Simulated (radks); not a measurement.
Q: These are the eigenvalues of the occupied orbitals of an atom or ion with whole-number occupations (hartree). Calculated with a radial shooting solver on a logarithmic mesh with Libxc functionals: Dirac Kohn-Sham, PBE, spin-unpolarised, spherical densities, finite nucleus; Fermi nuclear charge, rms radius of each element as measured or else 0.836 A^(1/3) + 0.57 fm.

| orbital | eigenvalue |
|---|---|
| 1s1/2 | -464.0268 |
| 2s1/2 | -86.55731 |
| 2p1/2 | -81.07306 |
| 2p3/2 | -79.68574 |
| 3s1/2 | -32.75860 |

Which element is it, and in what charge state? The configuration may be excited. Open shells, if any, are shared by 2j + 1.

A: Z = 33, arsenic, charge +21: As21+ in [Ne] 3s2. The list shows which subshells hold electrons but not how many an open one holds; the 1s level, -464.03 hartree, gives Z - s = 30.5 by -(Z - s)^2/2, which with screening and relativity narrows Z to a few neighbours, and the depths of the outer levels then fix element, charge and occupations together.
